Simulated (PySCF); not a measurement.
Computed properties of C4H7BO, SMILES C=C1CB(C)O1

C4H7BO, SMILES C=C1CB(C)O1. Geometry: B3LYP-D3(BJ)/def2-SVP. This is a generated structure with no PubChem entry under its InChIKey; it may be hypothetical. Other conformers were not sampled. All values are computed for the isolated molecule unless a solvent is named; none is compared with measurement here.

**Structure.** The optimised structure has Cs symmetry. All 33 harmonic modes at B3LYP-D3(BJ)/def2-SVP (PySCF) are real, so it is a minimum. With heavy atoms numbered as in [CH2:1]=[C:2]1[CH2:3][B:4]([CH3:5])[O:6]1, the shortest bond between them is C1–C2 at 1.328 Å and the longest C3–B4 at 1.600 Å.

**Vibrations.** The strongest infrared lines (harmonic, unscaled, degenerate partners summed) lie at 1373 cm⁻¹ (175 km/mol, H 55 %, B 22 %, C 19 %), 1238 cm⁻¹ (116 km/mol, H 45 %, C 26 %, B 26 %), 1774 cm⁻¹ (90 km/mol, C 93 %). The softest mode is at 64 cm⁻¹ and the zero-point energy is 64.7 kcal/mol.

**Electronic structure.** CAM-B3LYP/def2-TZVP (PySCF) places the frontier levels at -8.36 and 1.20 eV, a gap of 9.56 eV, and gives a dipole moment of 1.62 D and a mean polarisability of 63.2 bohr³. PBE/def2-TZVP (PySCF) at the same geometry gives -5.89 and -0.97 eV, so its gap is 4.64 eV narrower. An orbital gap is neither the optical nor the fundamental gap.

**Excitations.** TDDFT-PBE0/def2-SVPD (PySCF) has S1 at 6.04 eV (205 nm, f = 0.071, bright); the most intense of the 10 singlets computed lies at 7.14 eV (f = 0.44). T1 (TDA) is at 4.35 eV. TDDFT-PBE/def2-SVPD (PySCF) puts S1 at 5.24 eV. No vertical singlet excitation falls in the visible range (under 3.1 eV).

**NMR.** GIAO shifts at PBE0/pcSseg-1 (PySCF) (non-relativistic, atoms alike by connectivity averaged): ¹³C from 5.9 to 173.7 ppm against TMS; ¹H from 1.1 to 5.0 ppm against TMS; ¹¹B at 48.8 ppm against BF3.
